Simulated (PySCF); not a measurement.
A compound of formula C20H50O5Si5 has these computed shifts in ppm, with the number of atoms in brackets (GIAO KT3/pcSseg-1, gas phase, PySCF SCF with an in-house response code, fitting set def2-universal-JFIT, grid level 2, non-relativistic, on the GFN2-xTB geometry; 13C, 1H, 29Si against isolated TMS; 17O against isolated H2O).

1H: 5.46 (1), 5.25 (2), 5.12 (2), 2.18 (2), 2.10 (2), 2.06 (1), 1.24 (6), 1.07 (6), 1.06 (6), 1.04 (6), 1.03 (6), 0.89 (2), 0.86 (2), 0.75 (2), 0.69 (2), 0.52 (2)
13C: 31.5 (1), 31.1 (1), 30.5 (2), 30.5 (2), 29.9 (2), 29.5 (2), 29.2 (2), 27.9 (2), 27.7 (2), 27.6 (2), 27.2 (2)
17O: 107.9 (2), 101.4 (2), 100.0 (1)
29Si: -42.0 (2), -44.1 (1), -46.3 (2)

(1) Which structure gave them?

Results:

(1) CC(C)C[Si@H]1O[Si@H](CC(C)C)O[Si@H](CC(C)C)O[Si@@H](CC(C)C)O[Si@@H](CC(C)C)O1. Other isomers were not compared.
